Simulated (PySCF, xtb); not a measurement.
C3H5NOSi, SMILES O[Si@H]1C=CN=C1. The values are those of a single conformer.

Harmonic wavenumbers (cm⁻¹) from GFN2-xTB (xtb 6.7.1) at its own minimum, in rising order: 129, 158, 263, 338, 403, 476, 550, 628, 631, 747, 760, 802, 805, 838, 908, 919, 990, 1126, 1222, 1286, 1544, 1635, 2362, 3051, 3068, 3114, 3658.

Q: What does ωB97X-D3(BJ)/def2-SVP run with PySCF give at its own minimum? (An estimate is asked for; the answer gives what the named calculation found.)

A: 139, 181, 293, 398, 436, 509, 630, 704, 748, 772, 807, 865, 892, 901, 927, 969, 1034, 1148, 1308, 1350, 1635, 1696, 2300, 3158, 3206, 3255, 3932. Paired by order, the mean absolute difference is 71 cm⁻¹ and the zero-point energies are 46.3 and 48.9 kcal/mol.
